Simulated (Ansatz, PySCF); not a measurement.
Energy difference 0.5 R1 + R2 → P1, each structure at its B3LYP-D3(BJ)/def2-TZVP stationary point, reached from a drawn start (curvature not checked).
R1: O2 (SMILES O=O), charge 0, multiplicity 3.
P1: O4Ru (SMILES [O]=[Ru](=[O])(=[O])=[O]), charge 0, multiplicity 1.
R2, O3Ru (SMILES [O]=[Ru](=[O])=[O]) (charge 0, multiplicity 1):
```csv
atom,x (Å),y (Å),z (Å)
Ru,0.0000,0.0000,0.0000
O,1.6743,0.0000,0.0000
O,-0.8371,1.4499,0.0000
O,-0.8371,-1.4499,0.0000
```

| level | reaction energy (kcal/mol) | cost |
|---|---|---|
| SVWN5/def2-TZVPP | -56.59 | ×1 |
| PBE-D4/def2-TZVPP | -48.54 | ×1 |
| BLYP/def2-TZVPP | -42.71 | ×1 |
| BLYP-D3(BJ)/def2-TZVPP | -44.49 | ×1 |
| revPBE/def2-TZVPP | -44.82 | ×1 |
| revPBE-D3(BJ)/def2-TZVPP | -46.78 | ×1 |
| revPBE-D4/def2-TZVPP | -47.61 | ×1 |
| r2SCAN/def2-TZVPP | -46.40 | ×2 |
| r2SCAN-D3(BJ)/def2-TZVPP | -46.60 | ×2 |
| B97M-V/def2-TZVPP | -42.62 | ×3 |
| PBE0-D3(BJ)/def2-TZVPP | -29.56 | ×2 |
| BHLYP-D3(BJ)/def2-TZVPP | -5.85 | ×2 |
| CAM-B3LYP-D3(BJ)/def2-TZVPP | -20.84 | ×2 |
| wB97X-V/def2-TZVPP | -18.53 | ×3 |
| B2PLYP-D3(BJ)/def2-TZVPP | -48.72 | ×3 |
| MP2/def2-SVP | -78.81 | - |
| SCS-MP2/def2-QZVPP | -68.93 | - |
| CCSD/def2-TZVPP | -9.73 | - |
| CCSD/def2-QZVPP | -11.05 | - |
| CCSD(T)/def2-QZVPP | -33.46 | ×70* |

P less R. No zero-point or thermal terms; singlets are restricted closed shells; open shells are unrestricted; no spin–orbit coupling. The spin states of the d-block species are the ones drawn and need not be the lowest.

Correlated levels freeze the cores.

The values were computed with Ansatz (a first-principles code); PySCF for the D3/D4 terms. Each number belongs to the level named beside it. Elements past Kr take the def2 small-core potentials, without spin–orbit coupling.

Costs are rough ratios of core time to PBE/def2-TZVPP (about 5 s over the structures, on one shared machine); a dash marks a level with no comparable run of its own. A star marks coupled-cluster runs past 200 virtual orbitals, where the program's memory plan changes under this machine's limit, so their costs aren't comparable with smaller runs.
